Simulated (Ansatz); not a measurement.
Cost and result for the atomization energy of CH₆GeO₂Si, SMILES `C1O[SiH2][GeH2][O]1` (11 atoms, 11 bonds).

Z-matrix (Å, degrees):
```
C
O 1 1.389
O 1 1.420 2 113.5
H 1 1.100 2 110.9 3 -122.0
H 1 1.093 2 107.9 3 118.0
Ge 2 1.814 1 115.6 3 39.1
Si 3 1.654 1 119.7 2 -37.0
H 6 1.533 2 105.4 1 -145.3
H 6 1.542 2 108.9 1 96.8
H 7 1.487 3 112.3 1 -101.6
H 7 1.482 3 109.7 1 136.6
```

Charge 0, multiplicity 1. Correlated methods include outer-core shells of Ge, which these sets cover unevenly. Scalar relativity is left out up to krypton. The geometry is a stationary point of PBE0-D4/def2-TZVP. Program: Ansatz. All runs use 4 threads of an Arm Neoverse V2 on a shared host. Times are those of one run each, without the atoms' runs, and a repeat can differ threefold. Electronic energies, without spin–orbit coupling; frozen cores. CCSD(T)/CBS adds CCSD(T) − MP2 in def2-TZVPP to the MP2 limit, and its time is that of the two runs behind it. T1 = 0.013. With those shells the extrapolation isn't a true limit. B3LYP takes the VWN-RPA correlation (the form of Gaussian; ORCA's B3LYP/G).

CCSD(T)/CBS is a level of theory with its own doubt, some kJ/mol a heavy atom from the limit and from the frozen cores, so smaller differences don't rank the functionals.

```csv
level,functions,wall time
PBE-D4/def2-TZVPP (with forces),267,2.8 s
PBE0-D4/def2-TZVPP,267,3.5 s
r2SCAN-D4/def2-TZVPP (with forces),267,5.5 s
B3LYP-D4/def2-TZVPP (with forces),267,5.5 s
B2PLYP/def2-TZVPP,267,6.5 s
ωB97X-V/def2-TZVPP,267,9 s
ωB97M-V/def2-TZVPP (with forces),267,13 s
MP2/def2-QZVPP,510,26 s
CCSD(T)/def2-TZVPP,267,4.4 min
CCSD(T)/CBS(def2),–,4.8 min
```

Q: What atomization energy does each give, and how far from CCSD(T)/CBS? (Best estimate.)

A: Ansatz gave: 
```json
{"level": "PBE-D4/def2-TZVPP (with forces)", "atomization (kJ/mol)": "3882.5", "difference from CCSD(T)/CBS": "33.5", "per bond": "3.0"}
{"level": "PBE0-D4/def2-TZVPP", "atomization (kJ/mol)": "3807.2", "difference from CCSD(T)/CBS": "-41.8", "per bond": "-3.8"}
{"level": "r2SCAN-D4/def2-TZVPP (with forces)", "atomization (kJ/mol)": "3847.5", "difference from CCSD(T)/CBS": "-1.5", "per bond": "-0.1"}
{"level": "B3LYP-D4/def2-TZVPP (with forces)", "atomization (kJ/mol)": "3812.2", "difference from CCSD(T)/CBS": "-36.8", "per bond": "-3.3"}
{"level": "B2PLYP/def2-TZVPP", "atomization (kJ/mol)": "3779.5", "difference from CCSD(T)/CBS": "-69.5", "per bond": "-6.3"}
{"level": "ωB97X-V/def2-TZVPP", "atomization (kJ/mol)": "3863.1", "difference from CCSD(T)/CBS": "14.1", "per bond": "1.3"}
{"level": "ωB97M-V/def2-TZVPP (with forces)", "atomization (kJ/mol)": "3832.1", "difference from CCSD(T)/CBS": "-16.9", "per bond": "-1.5"}
{"level": "MP2/def2-QZVPP", "atomization (kJ/mol)": "3867.1", "difference from CCSD(T)/CBS": "18.1", "per bond": "1.6"}
{"level": "CCSD(T)/def2-TZVPP", "atomization (kJ/mol)": "3745.9", "difference from CCSD(T)/CBS": "-103.1", "per bond": "-9.4"}
{"level": "CCSD(T)/CBS(def2)", "atomization (kJ/mol)": "3849.0", "difference from CCSD(T)/CBS": "0.0", "per bond": "0.0"}
```

The D4 term adds +42.6 kJ/mol with B3LYP and +22.1 kJ/mol with PBE0; it sums over pairs of atoms, weighted by their polarisabilities, and B3LYP, whose exchange is more repulsive, gets the larger term. From PBE to PBE0 (25 % exact exchange), in def2-TZVPP and without D4, the atomization energy moves by −71.2 kJ/mol: exact exchange takes away binding that semilocal exchange gives to molecules. In def2-TZVPP, CCSD(T) changes the Hartree–Fock value by +1049.9 kJ/mol (the triples alone add +63.3 kJ/mol) and MP2 by +1109.9 kJ/mol; breaking electron pairs costs correlation energy, which Hartree–Fock lacks.
